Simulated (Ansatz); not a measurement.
Species: pentasila[1.1.1]propellane `[SiH2]1[Si]23[SiH2][Si]12[SiH2]3` (charge 0, multiplicity 1).

Give a relaxed geometry from B3LYP-D3(BJ)/def2-SVP (Ansatz, a first-principles code).

the end point of this relaxation (outside a Z-matrix the atoms follow the SMILES, hydrogens last).
Cartesian coordinates (Å) in one orientation:
```xyz
11

Si    -1.304    -1.305     0.459
Si     0.222     0.260     1.370
Si     1.821    -0.505    -0.200
Si    -0.222    -0.259    -1.370
Si    -0.518     1.810    -0.259
H     -1.009    -2.748     0.684
H     -2.754    -1.020     0.640
H      2.336    -1.892    -0.021
H      2.922     0.432    -0.556
H     -1.913     2.315    -0.128
H      0.418     2.912    -0.620
```
